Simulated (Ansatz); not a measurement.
Consider the redistribution: `[SiH3]O[Si](Cl)(Cl)Cl` + `[F][Ga]([Cl])[Cl]` → `F[Si](Cl)(Cl)Cl` + `[SiH3][O][Ga]([Cl])[Cl]`.

Gas-phase electronic energies from Ansatz, PBE0-D4/def2-TZVP geometries. CBS: MP2 limit from def2 TZ/QZ plus the TZ coupled-cluster correction, frozen cores. DFT in def2-TZVPP. For Ga outer-core shells are correlated without core-valence functions, which leaves a few kJ/mol of doubt a bond. Scalar relativity is left out up to krypton. Each species was taken in one conformer, which may not be the lowest.

Problem. Is it downhill or uphill in electronic energy at CCSD(T)/CBS, and by how much? (An estimate is asked.)

Solution. The calculation gave: Downhill: ΔE = -2.2 kcal/mol.

Problem. What do these levels give: r2SCAN-D4, r2SCAN, PBE0, MP2/def2-QZVPP, HF/CBS(def2), MP2/CBS(def2)? (Estimate.)

Solution. Computed: r2SCAN-D4 -1.4, r2SCAN -1.6, PBE0 -1.4, MP2/def2-QZVPP -2.0, HF/CBS(def2) -0.6, MP2/CBS(def2) -2.1 kcal/mol.

Largest T1 diagnostic among the species: 0.012.

In def2-TZVPP, CCSD(T) changes the Hartree–Fock value by −1.4 kcal/mol (the triples alone add −0.1 kcal/mol) and MP2 by −1.3 kcal/mol.
